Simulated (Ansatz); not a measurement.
Abridged output of a molecular run in Ansatz:

```
Functional definition: HF
1413 factors; integrals over basis functions are off by at most 1.3e-3 eV
mean field evaluation 1: about -11406.8037 eV, gradient 4.0e1 eV
mean field evaluation 2: about -11406.9561 eV, gradient 4.1e1 eV
mean field evaluation 4: about -11411.2011 eV, gradient 5.4e0 eV
mean field evaluation 8: about -11411.2939 eV, gradient 3.6e-1 eV
mean field -11411.29462975 eV, -419.3573427901 hartree, gradient 1.7e-6 eV, S^2 0.000000; 0 other end points of the search recorded, 0 dependent functions left out
9 core orbitals not correlated: weight in the atoms' cores, before any rotation towards them, 1.000 or more for the frozen orbitals, at most 0.000 for the correlated occupied ones
reference -11411.29462975 eV, -419.3573427901 hartree; 21, 21 occupied and 101, 101 virtual orbitals, 1413 factors
second order -22.07822056 eV of doubles, -0.00000000 eV of singles
cycle   1  -22.63342184 eV  change   -5.6e-1 eV  update   1.3e-1
cycle   2  -23.29270652 eV  change   -6.6e-1 eV  update   4.6e-2
cycle   3  -23.50460931 eV  change   -2.1e-1 eV  update   2.6e-2
cycle   4  -23.51384306 eV  change   -9.2e-3 eV  update   7.4e-3
cycle   5  -23.51054444 eV  change    3.3e-3 eV  update   3.3e-3
cycle   6  -23.51112758 eV  change   -5.8e-4 eV  update   1.1e-3
cycle   7  -23.51096390 eV  change    1.6e-4 eV  update   5.0e-4
cycle   8  -23.51084323 eV  change    1.2e-4 eV  update   1.7e-4
cycle   9  -23.51089064 eV  change   -4.7e-5 eV  update   9.0e-5
cycle  10  -23.51089305 eV  change   -2.4e-6 eV  update   3.1e-5
perturbative correction -0.87284274 eV, -0.0320763790 hartree
Total energy: -11435.67836554 eV, -420.2534285525 hartree
```

Its atoms:

```xyz
13

C    -0.404   -0.272    1.977
C    -0.451   -1.185    1.034
C    -0.345   -1.991   -0.008
O     0.398   -1.687   -1.062
In    1.142    0.229   -0.601
C    -0.173    1.691   -1.423
H    -1.125    0.545    2.028
H     0.323   -0.316    2.789
H    -0.881   -2.941   -0.034
H     2.731    0.108    0.012
H    -1.182    1.280   -1.433
H    -0.157    2.608   -0.833
H     0.123    1.929   -2.446
```

Q: Which basis set was used?
A. def2-QZVPP
B. def2-SVPD
C. def2-TZVPP
D. def2-SVP

A: D. It gives 131 functions.

Q: Write the keys of the input that set method, charge and spin (a neutral closed shell needs none for the last two).

A: 
```yaml
correlation: {method: ccsd_t}
```
